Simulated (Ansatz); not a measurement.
The cluster Pd3H2⁻. Charge -1, multiplicity 2. Geometry PBE-D4/def2-TZVPD; atoms count from 1.

Cartesian coordinates in Å:
```
Pd 0.434 0.725 0.322
Pd -0.573 -0.842 -1.689
Pd -0.193 -1.700 0.709
H 0.949 1.118 1.797
H -0.617 0.699 -1.138
```

In the def2 sets Pd takes a core potential; there is no spin–orbit coupling. Another isomer (doublet) lies 0.03 eV lower at PBE0-D4/def2-TZVPD.

Question: Estimate the Mulliken populations from the PBE0/def2-TZVPD orbitals of Ansatz.

Answer: 
```
atom  charge (e)  spin (α − β)  d electrons
 Pd1       -0.65          0.30         9.20
 Pd2       -0.41          0.34         9.37
 Pd3       -0.25          0.30         9.48
  H4        0.04          0.06            –
  H5        0.28          0.01            –
```
Mulliken values depend strongly on the basis. With diffuse functions, as here, like atoms can get unlike values, and bond orders can come out too low or too high.

Question: Where does the spin sit?

Answer: Summed by element: Pd 0.93, H 0.07, of 1 unpaired in all. Largest on single atoms: Pd2 0.34, Pd1 0.30, Pd3 0.30.

Question: And the Mayer bond orders between heavy atoms (over 0.3)?

Answer: Pd1–Pd2 0.54 (2.74 Å); Pd1–Pd3 0.74 (2.53 Å); Pd2–Pd3 0.74 (2.57 Å).
